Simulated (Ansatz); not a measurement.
**Redistribution: CHCl2F + CH2FI → CHCl2I + CH2F2**

Species: CHCl2F (dichlorofluoromethane) `FC(Cl)Cl`, singlet; CH2FI (fluoroiodomethane) `FCI`, singlet; CHCl2I (dichloroiodomethane) `ClC(Cl)I`, singlet; CH2F2 (difluoromethane) `FCF`, singlet. The partners trade F for I; both sit on C, so the bond types are kept.

Shapes, held fixed at every level: PBE0-D4/def2-TZVP. Programs: Ansatz 0.2.0. The zero-point and thermal change to 298 K, harmonic and unscaled (PBE0-D4/def2-TZVP), is +1.2 kJ/mol.

```csv
level,kind,ΔH(298 K) (kJ/mol),less CCSD(T)/def2-TZVPP,CPU time (sum over the molecules)
HF/def2-TZVPP,Hartree–Fock,-2.5,+5.6,–
SPW92/def2-TZVPP,LDA,+2.4,+10.5,5.9 s
r2SCAN-D4/def2-TZVPP,meta-GGA,+2.2,+10.3,20 s
PBE0-D4/def2-TZVPP,global hybrid,-2.7,+5.4,12 s
wB97X-V/def2-TZVPP,range-separated hybrid,-2.1,+6.0,31 s
CCSD/def2-TZVPP,coupled cluster or CI,-7.5,+0.6,–
CCSD(T)/def2-TZVPP,coupled cluster or CI,-8.1,0.0,95 s
```

The highest level, CCSD(T)/def2-TZVPP, gives ΔH(298 K) = -8.1 kJ/mol; the levels span -8.1 to +2.4. They disagree on the sign: 2 of 7 are positive. The column of differences is taken from that level and isn't an error. No measured value is set beside it here. For atoms past krypton def2 sets carry core potentials with scalar relativity. Correlated rows may include outer-core shells of I, which these sets cover unevenly. Times are processor times on shared x86 and Arm servers, and rough.
